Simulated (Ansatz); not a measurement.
Stretching the Ge1–H3 bond in GeH3I (SMILES [GeH3][I]) (multiplicity 1 held, fragments rigid). Energies count from the point at 1.533 Å.
Geometry at that point (charge 0, multiplicity 1):
```xyz
5

Ge    -1.51348    -0.02836    -0.00005
I      1.02558     0.01922     0.00003
H     -1.95179    -1.26717    -0.78974
H     -1.97362    -0.10568     1.46032
H     -1.99918     1.26185    -0.67076
```

Restricted levels (R-, RO-) in cc, def2 and unpolarised 6-31G sets keep to the state of the molecule at rest. Unrestricted levels (U-) break spin symmetry where that is lower. Active spaces are followed from a long bond inwards. Curves can end on different states.

Correlated levels freeze the cores. Filled d and f shells under p-block atoms count as core.

The values were computed with Ansatz (a program for electronic structure). Values without a source in brackets are computed. In def2 rows elements past Kr take small-core potentials, without spin–orbit coupling.

| level | energy at R = 4.906 Å (kcal/mol) |
|---|---|
| R-HF/def2-TZVPP | 165.77 |
| R-r2SCAN/def2-TZVPP | 117.62 |
| R-wB97X-V/def2-TZVPP | 152.35 |
| U-wB97X-V/def2-TZVPP | 87.57 |
| R-MP2/def2-TZVPP | 113.60 |
| U-MP2/def2-TZVPP | 83.53 |
| U-CCSD/def2-TZVPP | 85.71 |
| CASSCF(2,2)/def2-TZVPP | [?] |
| FIC-MRCISD+Q on CASSCF(2,2)/def2-TZVPP | 86.11 |

### Question
What belongs in the gaps?

### Answer

- CASSCF(2,2)/def2-TZVPP, energy at R = 4.906 Å (kcal/mol): 77.71

Doubts at one or more of the structures used: a restricted determinant that unrestricted orbitals would lower (R-HF/def2-TZVPP, R-r2SCAN/def2-TZVPP, R-wB97X-V/def2-TZVPP, R-MP2/def2-TZVPP); a spin-contaminated determinant (U-wB97X-V/def2-TZVPP, U-MP2/def2-TZVPP, U-CCSD/def2-TZVPP).
